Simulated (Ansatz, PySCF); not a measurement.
The pair A = CH2O (SMILES C=O) (first 4 atoms), B = GeH4 (SMILES [GeH4]); geometry from B3LYP-D3(BJ)/def2-TZVP.
(charge 0, multiplicity 1):
```xyz
9

C      0.39169    -0.27634    -0.19058
O      0.82726     0.51952     0.59447
H     -0.25214    -1.11790     0.12813
H      0.61156    -0.20924    -1.27283
Ge    -0.14772    -0.20649     3.61926
H     -0.71401    -1.18140     2.57327
H     -0.63433     1.21722     3.32638
H      1.38401    -0.26663     3.61576
H     -0.66540    -0.64112     5.00372
```

Frozen-core correlation. Filled d and f shells under p-block atoms count as core. CBS(a, b) extrapolates the correlation energy as X⁻³ and adds the Hartree–Fock energy of set b. MP2 and its Hartree–Fock in aug-cc-pVTZ are density fitted.

Run with Ansatz (a first-principles code) with Gaussian orbitals; PySCF for the dispersion terms. Values without a source in brackets are computed.

The monomers are drawn apart, rigid, along the line of their centres of mass. Counterpoise-corrected interaction energies (kcal/mol):

```csv
level,R = 4.820 Å,R = 6.124 Å
PBE/def2-TZVPPD,-0.3345,-0.0669
PBE-D3(BJ)/def2-TZVPPD,-0.6066,-0.1348
wB97M-V/def2-TZVPPD,-0.5282,-0.1307
"MP2/CBS(aug-cc-pVDZ, aug-cc-pVTZ) + ΔCCSD(T)/aug-cc-pVDZ",-0.5412,-0.1352
```

**Question.** R is the distance of the centres of mass. Find the local exponent m of E ∝ R⁻ᵐ between the two points.

**Answer.** 
m = ln(E₁/E₂)/ln(R₂/R₁): PBE/def2-TZVPPD 6.7; PBE-D3(BJ)/def2-TZVPPD 6.3; wB97M-V/def2-TZVPPD 5.8; MP2/CBS(aug-cc-pVDZ, aug-cc-pVTZ) + ΔCCSD(T)/aug-cc-pVDZ 5.8. For scale, two fixed dipoles give m = 3, dipole and quadrupole 4, quadrupoles 5, and dispersion or dipole-induced dipole 6 at long range; at these distances several terms mix, and what is left of overlap and damping shifts m, so it need not match one of them.
